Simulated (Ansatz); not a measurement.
**BClH9NSi3: where a starting geometry ends**

The starting geometry of this gas-phase singlet was optimised with GFN2-xTB; its bonds are those of `[SiH3][SiH2]N([SiH3])BCl`.

```xyz
15

B     0.9803    0.1478    1.5476
Cl   -0.4878   -0.7138    1.8141
N     1.1450    0.8066    0.3363
Si   -2.0851    1.6575   -0.0404
Si   -0.1703    0.6737   -0.8665
Si    2.5716    1.7526   -0.0373
H    -3.1648    0.6975    0.1935
H    -2.6066    2.6381   -1.0045
H    -1.8754    2.3971    1.2111
H    -0.2233   -0.7527   -1.2121
H     0.4254    1.3384   -2.0374
H     3.2214    1.1250   -1.1877
H     2.1014    3.1061   -0.3395
H     3.4394    1.7423    1.1357
H     1.7853    0.1449    2.3970
```

Task: Predict what becomes of its bonds when it is optimised with PBE0-D4/def2-SVP.

Result: It keeps its bonds, and is `[SiH3][SiH2]N([SiH3])BCl`.

The energy falls by 0.25 eV over 14 steps:

```
step  E − E(last) (eV)
   1             0.248
   2             0.037
   4             0.007
   5             0.004
   7             0.001
   8             0.001
  10             0.000
  11             0.000
  13             0.000
  14             0.000
```

Final geometry (Å):

```xyz
15

B     0.9904    0.1727    1.5985
Cl   -0.5279   -0.6904    1.9518
N     1.1429    0.8093    0.3585
Si   -2.1796    1.6248   -0.0701
Si   -0.1568    0.7335   -0.8711
Si    2.6285    1.6975   -0.0261
H    -3.1515    0.5458    0.2738
H    -2.7870    2.4962   -1.1254
H    -1.9018    2.4632    1.1357
H    -0.3165   -0.6673   -1.3627
H     0.3641    1.5646   -2.0030
H     3.2788    1.0971   -1.2279
H     2.2967    3.1214   -0.3272
H     3.5427    1.6212    1.1463
H     1.8335    0.1716    2.4586
```

No frequencies were run, so the end isn't proven a minimum. Run with Ansatz 0.2.0, 83 s on 2 threads of Arm Neoverse V2, on a shared host.
